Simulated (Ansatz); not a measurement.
A geometry relaxed with r2SCAN-D4/def2-TZVP run with Ansatz (a program for electronic structure), charge 0, multiplicity 1:

```xyz
7

Al    -0.0463    -0.3475     0.0144
H      0.2836     2.2713    -0.0898
S      2.0876    -0.7493     0.2131
S     -1.3731    -2.0735     0.0097
H      2.4241     0.5504     0.1338
S     -0.9061     1.6504    -0.1772
H     -2.4699    -1.3019    -0.1039
```

### Question
Write the SMILES of this molecule.

### Answer
`[SH][Al]([SH])[SH]`
